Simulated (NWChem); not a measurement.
Species: C2H7BO; SMILES CB(O)C

```xyz
11

B      0.0773    -0.0135    -0.0031
C     -0.7067     1.3609     0.0012
H     -1.5006     1.3622     0.7660
H     -1.2244     1.4865    -0.9661
H     -0.0773     2.2520     0.1590
C     -0.6737    -1.3981    -0.0033
H     -1.1042    -1.5732     0.9991
H     -0.0082    -2.2428    -0.2329
H     -1.5252    -1.4086    -0.7025
O      1.4378    -0.0515    -0.0021
H      1.8323     0.8264     0.0222
```
Atoms are numbered in this order, from 1.

All runs: NWChem. Pople sets run with spherical d functions. Coordinates come from a PBE0/def2-SVP optimisation. Ions are spin-unrestricted doublets at the neutral geometry; other ion states weren't tried.

```json
[
 {"level": "B3LYP/6-31G*", "vertical ionisation energy, ΔSCF (eV)": "10.42", "−ε(HOMO) (eV)": "7.85", "ΔSCF minus −ε(HOMO) (eV)": "2.57"},
 {"level": "PBE/6-31G*", "vertical ionisation energy, ΔSCF (eV)": "(withheld)", "−ε(HOMO) (eV)": "(withheld)", "ΔSCF minus −ε(HOMO) (eV)": "(withheld)"},
 {"level": "LRC-wPBEh/6-31G*", "vertical ionisation energy, ΔSCF (eV)": "10.57", "−ε(HOMO) (eV)": "10.01", "ΔSCF minus −ε(HOMO) (eV)": "0.56"},
 {"level": "BHandHLYP/6-31G*", "vertical ionisation energy, ΔSCF (eV)": "10.71", "−ε(HOMO) (eV)": "9.56", "ΔSCF minus −ε(HOMO) (eV)": "1.15"},
 {"level": "PBE0/6-31G*", "vertical ionisation energy, ΔSCF (eV)": "10.46", "−ε(HOMO) (eV)": "8.12", "ΔSCF minus −ε(HOMO) (eV)": "2.34"}
]
```

Some entries are withheld; supply them.


- PBE/6-31G*, vertical ionisation energy, ΔSCF (eV): 10.04
- PBE/6-31G*, −ε(HOMO) (eV): 6.57
- PBE/6-31G*, ΔSCF minus −ε(HOMO) (eV): 3.47
